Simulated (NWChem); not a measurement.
CrN$_{2}$H$_{3}$SCl; SMILES [NH]=[Cr]([NH2])(=[S])[Cl]

```xyz
8

Cr     0.3275    -0.0586    -0.0518
N      1.2352    -0.0058    -1.3407
H      1.3700    -0.3985    -2.2775
S     -0.9448    -1.5572    -0.1667
Cl    -0.7513     1.8042     0.1109
N      1.4074    -0.2786     1.3186
H      2.4175    -0.1937     1.2584
H      1.0862    -0.6649     2.2030
```
Atoms are numbered in this order, from 1.

Results from NWChem. Pople sets run with spherical d functions. Geometry: optimised at PBE0/def2-SVP. Not confirmed as a minimum by frequencies. GIAO values for the isolated, static molecule; σ is the absolute isotropic shielding, δ = σ(reference) − σ with the isolated reference molecule computed at the same levels (1H: tetramethylsilane, 15N: ammonia).

For level B3LYP/6-31G*:

```
Item           Value
-----------  -------
σ Cr1 (ppm)  -3531.0
δ H3 (ppm)     18.12
σ S4 (ppm)   -1244.7
δ N6 (ppm)     259.6
δ H8 (ppm)     10.63
```

**Question.** Estimate the same quantities for level LDA (Slater exchange, VWN5)/pcSseg-1.

**Answer.** 
| Quantity | Value |
|---|---|
| σ Cr1 (ppm) | -3066.2 |
| δ H3 (ppm) | 15.88 |
| σ S4 (ppm) | -1042.5 |
| δ N6 (ppm) | 270.6 |
| δ H8 (ppm) | 10.13 |
